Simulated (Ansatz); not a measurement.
[NbO2Cl2]- (NbCl₂O₂⁻): single points at one geometry.

```yaml
crystal:
  periodic: [false, false, false]
  atoms:
    - {symbol: Nb, position_ang: [0.111567, -0.000158, 0.078145]}
    - {symbol: O, position_ang: [0.157728, -0.014903, 1.803993]}
    - {symbol: O, position_ang: [1.749352, 0.008537, -0.468172]}
    - {symbol: Cl, position_ang: [-1.015530, 1.981625, -0.689648]}
    - {symbol: Cl, position_ang: [-1.003117, -1.975101, -0.724318]}
basis:
  gaussian: {orbitals: def2-TZVPD, initial_orbitals: start.molden}
total_charge: -1
hamiltonian: {xc: pbe, dispersion: d4}
scf: {omitted_lower_state_checks: [starts]}
output: {orbitals: {seedname: orbitals}}
```

The file start.molden holds the orbitals of an earlier run on this structure, at another level or in another basis.

```sh
$ ansatz run in.yaml --threads 4 --pin off --events-out ev --progress --plain --max-ram 3916MiB
```

It prints (some lines left out):

```
Functional definition: PBE
1246 factors; their error is unknown
mean field evaluation 1: about -30688.9307 eV, gradient 1.4e1 eV
mean field evaluation 2: about -30689.0963 eV, gradient 2.0e-1 eV
mean field evaluation 4: about -30689.0853 eV, gradient 3.0e-4 eV
mean field -30689.08531367 eV, -1127.8030834682 hartree, gradient 1.4e-5 eV, S^2 0.000000; 0 other end points of the search recorded, 0 dependent functions left out
reference -30689.08537552 eV, -1127.8030857411 hartree; 32, 32 occupied and 180, 180 virtual orbitals, 1246 factors
Total energy: -30689.27659867 eV, -1127.8101130623 hartree
Checks for a lower state left out: starts
```

Hardware: 4 threads of Arm Neoverse V1 on a shared host. Wall time 2.4 s.

Geometry: PBE0-D4/def2-SVPD.

In the def2 sets Nb takes a core potential; there is no spin–orbit coupling.
